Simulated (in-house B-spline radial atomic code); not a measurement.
Rb⁶⁺: [Ar] 3d10 4s2 4p1

Method: Dirac-Kohn-Sham LC-wPBE, spherical fractional occupations, exact exchange averaged over the configuration, Fermi nucleus of rms radius 4.2036 fm. Calculated with a radial B-spline atomic code at the basis-set limit.

Effective charges: Z_r = [3n² - l(l+1)]/(2<r>) from the radius, Z_e = n√(-2ε) from the energy, and Slater's rules. Values are occupation-weighted means over j. An effective charge above Z reflects the relativistic contraction of the inner shells.

| shell | electrons | ε (eV) | <r> (bohr) | Z_r | Z_e | Slater |
| --- | --- | --- | --- | --- | --- | --- |
| 1s | 2 | -15127 | 0.04029 | 37.23 | 33.34 | 36.70 |
| 2s | 2 | -2104.4 | 0.1775 | 33.81 | 24.87 | 32.85 |
| 2p | 6 | -1877.1 | 0.1549 | 32.27 | 23.49 | 32.85 |
| 3s | 2 | -393.54 | 0.5091 | 26.52 | 16.13 | 25.75 |
| 3p | 6 | -320.36 | 0.5168 | 24.19 | 14.56 | 25.75 |
| 3d | 10 | -198.88 | 0.5195 | 20.21 | 11.47 | 15.85 |
| 4s | 2 | -114.51 | 1.303 | 18.42 | 11.60 | 11.00 |
| 4p | 1 | -95.311 | 1.422 | 16.17 | 10.59 | 11.00 |

The least bound orbital is 4p3/2 at -94.84 eV, and it is also the most diffuse (<r> = 1.429 bohr).

Spin-orbit splittings of the orbital energies (j = l + 1/2 above j = l - 1/2 when positive): 2p 60.82 eV, 3p 9.182 eV, 3d 1.573 eV, 4p 1.399 eV.

For the 1s electron the small component carries 1.81 % of the norm, the zero-frequency Breit interaction raises the level by 25.76 eV, self-energy by 13.76 eV, and vacuum polarisation lowers it by 1.457 eV.

The density falls to 0.001 bohr⁻³ at 2.682 bohr; Σ<r²> = 12.11 bohr² gives, by the non-relativistic formula and without the paramagnetism of open shells, a Langevin diamagnetic susceptibility of -9.591×10⁻⁶ cm³/mol.
